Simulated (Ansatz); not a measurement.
Calculated with Ansatz (gas phase, PBE0-D4/def2-TZVP geometries, no zero-point term in ΔE). CCSD(T)/CBS is the MP2 limit (def2-TZVPP, def2-QZVPP) plus CCSD(T) − MP2 in def2-TZVPP, frozen cores. DFT in def2-TZVPP. B3LYP here is the variant with VWN-RPA as its local correlation; programs differ in this. Each species was taken in one conformer, which may not be the lowest.

`BCC(C)[SiH3]` + `C[SiH2][SiH2]S` → `BS[SiH2][SiH2]C` + `CC(C)[SiH3]`  (ligand exchange at a B–C bond)

```tsv
level	ΔE (kJ/mol)	difference from CCSD(T)/CBS
PBE-D4	-99.5	-3.7
r2SCAN-D4	-98.0	-2.2
PBE0-D4	-96.8	-1.0
B3LYP-D4	-96.0	-0.2
ωB97X-V	-92.1	3.7
ωB97M-V	-92.0	3.8
B2PLYP	-97.0	-1.2
B3LYP	-94.7	1.1
MP2/def2-TZVPP	-99.7	-3.9
SCS-MP2/def2-TZVPP	-96.9	-1.1
CCSD/def2-TZVPP	-93.5	2.3
CCSD(T)/def2-TZVPP	-96.8	-1.0
HF/def2-QZVPP	-87.3	8.5
MP2/def2-QZVPP	-98.9	-3.1
SCS-MP2/def2-QZVPP	-96.2	-0.4
CCSD/CBS(def2)	-92.6	3.2
CCSD(T)/CBS	-95.8	0
```

Largest T1 diagnostic among the species: 0.014.

In def2-TZVPP, CCSD(T) changes the Hartree–Fock value by −8.7 kJ/mol (the triples alone add −3.2 kJ/mol) and MP2 by −11.7 kJ/mol.

CCSD(T)/CBS has its own doubt, a few kJ/mol and more with outer-core shells, so smaller differences from it don't rank the levels.
